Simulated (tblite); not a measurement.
Parent: `[CH3:1]/[CH:2]=[CH:3]/[C:4]([CH3:5])([CH3:6])[SiH3:7]` with C2–C3–C4–C5 136°, C6H14Si.

Computed geometry: GFN2-xTB, gas phase. One conformer each, not checked by frequencies here.

```
coordinate of the parent    value
                   C1–C2  1.494 Å
                   C2=C3  1.324 Å
                   C3–C4  1.498 Å
                   C4–C5  1.533 Å
                   C4–C6  1.527 Å
                  C4–Si7  1.924 Å
                C1–C2–C3   124.1°
                C2–C3–C4   127.7°
                C3–C4–C5   108.6°
                C3–C4–C6   112.6°
               C3–C4–Si7   107.0°
                C5–C4–C6   108.8°
               C5–C4–Si7   109.8°
               C6–C4–Si7   110.0°
```

Q: How does the shared frame change in `[CH3:1]/[CH:2]=[C:3](/[O:4][CH3:5])[C:6]([CH3:7])([CH3:8])[SiH3:9]` with C2–C3–O4–C5 0°, C2–C3–C6–C7 59°, C7H16OSi? Atoms pair as C1 = C1, C2 = C2, C3 = C3, C4 = C6, C5 = C8, C6 = C7, Si7 = Si9 (parent first).

A: 
| parent | relative | value in the relative | change |
| --- | --- | --- | --- |
| C1–C2 | C1–C2 | 1.496 Å | +0.002 |
| C2=C3 | C2=C3 | 1.329 Å | +0.005 |
| C3–C4 | C3–C6 | 1.507 Å | +0.009 |
| C4–C5 | C6–C8 | 1.530 Å | -0.003 |
| C4–C6 | C6–C7 | 1.529 Å | +0.002 |
| C4–Si7 | C6–Si9 | 1.924 Å | 0.000 |
| C1–C2–C3 | C1–C2–C3 | 128.6° | +4.5 |
| C2–C3–C4 | C2–C3–C6 | 131.0° | +3.3 |
| C3–C4–C5 | C3–C6–C8 | 111.2° | +2.6 |
| C3–C4–C6 | C3–C6–C7 | 111.2° | -1.4 |
| C3–C4–Si7 | C3–C6–Si9 | 105.4° | -1.6 |
| C5–C4–C6 | C8–C6–C7 | 110.3° | +1.5 |
| C5–C4–Si7 | C8–C6–Si9 | 109.3° | -0.5 |
| C6–C4–Si7 | C7–C6–Si9 | 109.4° | -0.6 |

Of the parent's bonds, C3–C4 changes most (+0.009 Å). Bonds of the relative outside the shared frame: C3–O4 1.380, O4–C5 1.402 Å.

Q: How does the shared frame change in `[CH3:1]/[CH:2]=[C:3](\[Cl:4])[C:5]([CH3:6])([CH3:7])[SiH3:8]` with C2–C3–C5–C6 109°, C6H13ClSi? Atoms pair as C1 = C1, C2 = C2, C3 = C3, C4 = C5, C5 = C6, C6 = C7, Si7 = Si8 (parent first).

A: 
```tsv
parent	relative	value in the relative	change
C1–C2	C1–C2	1.492 Å	-0.002
C2=C3	C2=C3	1.324 Å	0.000
C3–C4	C3–C5	1.498 Å	0.000
C4–C5	C5–C6	1.534 Å	+0.001
C4–C6	C5–C7	1.528 Å	+0.001
C4–Si7	C5–Si8	1.930 Å	+0.006
C1–C2–C3	C1–C2–C3	126.8°	+2.7
C2–C3–C4	C2–C3–C5	128.6°	+0.9
C3–C4–C5	C3–C5–C6	108.6°	0.0
C3–C4–C6	C3–C5–C7	111.5°	-1.1
C3–C4–Si7	C3–C5–Si8	108.6°	+1.6
C5–C4–C6	C6–C5–C7	108.5°	-0.3
C5–C4–Si7	C6–C5–Si8	109.5°	-0.3
C6–C4–Si7	C7–C5–Si8	110.0°	0.0
```

Of the parent's bonds, C4–Si7 changes most (+0.006 Å). Bonds of the relative outside the shared frame: C3–Cl4 1.745 Å. Point group C1 → C1.

Q: How does the shared frame change in `[CH3:1]/[CH:2]=[C:3](\[CH3:4])[C:5]([CH3:6])([CH3:7])[SiH3:8]` with C2–C3–C5–C6 -8°, C7H16Si? Atoms pair as C1 = C1, C2 = C2, C3 = C3, C4 = C5, C5 = C7, C6 = C6, Si7 = Si8 (parent first).

A: 
```json
{"parent": "C1–C2", "relative": "C1–C2", "value in the relative": "1.499 Å", "change": "+0.005"}
{"parent": "C2=C3", "relative": "C2=C3", "value in the relative": "1.331 Å", "change": "+0.007"}
{"parent": "C3–C4", "relative": "C3–C5", "value in the relative": "1.511 Å", "change": "+0.013"}
{"parent": "C4–C5", "relative": "C5–C7", "value in the relative": "1.535 Å", "change": "+0.002"}
{"parent": "C4–C6", "relative": "C5–C6", "value in the relative": "1.532 Å", "change": "+0.005"}
{"parent": "C4–Si7", "relative": "C5–Si8", "value in the relative": "1.925 Å", "change": "+0.001"}
{"parent": "C1–C2–C3", "relative": "C1–C2–C3", "value in the relative": "124.0°", "change": "-0.1"}
{"parent": "C2–C3–C4", "relative": "C2–C3–C5", "value in the relative": "123.9°", "change": "-3.8"}
{"parent": "C3–C4–C5", "relative": "C3–C5–C7", "value in the relative": "109.5°", "change": "+0.9"}
{"parent": "C3–C4–C6", "relative": "C3–C5–C6", "value in the relative": "112.4°", "change": "-0.2"}
{"parent": "C3–C4–Si7", "relative": "C3–C5–Si8", "value in the relative": "109.4°", "change": "+2.4"}
{"parent": "C5–C4–C6", "relative": "C7–C5–C6", "value in the relative": "107.3°", "change": "-1.5"}
{"parent": "C5–C4–Si7", "relative": "C7–C5–Si8", "value in the relative": "110.5°", "change": "+0.7"}
{"parent": "C6–C4–Si7", "relative": "C6–C5–Si8", "value in the relative": "107.7°", "change": "-2.3"}
```

Of the parent's bonds, C3–C4 changes most (+0.013 Å). Bonds of the relative outside the shared frame: C3–C4 1.505 Å. Point group C1 → C1.

Q: How does the shared frame change in `[CH3:1]/[CH:2]=[C:3](\[O:4][SiH3:5])[C:6]([CH3:7])([CH3:8])[SiH3:9]` with C2–C3–O4–Si5 59°, C2–C3–C6–C7 17°, C6H16OSi2? Atoms pair as C1 = C1, C2 = C2, C3 = C3, C4 = C6, C5 = C8, C6 = C7, Si7 = Si9 (parent first).

A: 
| parent | relative | value in the relative | change |
| --- | --- | --- | --- |
| C1–C2 | C1–C2 | 1.495 Å | +0.001 |
| C2=C3 | C2=C3 | 1.327 Å | +0.003 |
| C3–C4 | C3–C6 | 1.505 Å | +0.007 |
| C4–C5 | C6–C8 | 1.533 Å | 0.000 |
| C4–C6 | C6–C7 | 1.526 Å | -0.001 |
| C4–Si7 | C6–Si9 | 1.925 Å | +0.001 |
| C1–C2–C3 | C1–C2–C3 | 126.8° | +2.7 |
| C2–C3–C4 | C2–C3–C6 | 126.7° | -1.0 |
| C3–C4–C5 | C3–C6–C8 | 108.2° | -0.4 |
| C3–C4–C6 | C3–C6–C7 | 113.2° | +0.6 |
| C3–C4–Si7 | C3–C6–Si9 | 104.8° | -2.2 |
| C5–C4–C6 | C8–C6–C7 | 109.1° | +0.3 |
| C5–C4–Si7 | C8–C6–Si9 | 109.9° | +0.1 |
| C6–C4–Si7 | C7–C6–Si9 | 111.5° | +1.5 |

Of the parent's bonds, C3–C4 changes most (+0.007 Å). Bonds of the relative outside the shared frame: C3–O4 1.370, O4–Si5 1.620 Å. Point group C1 → C1.
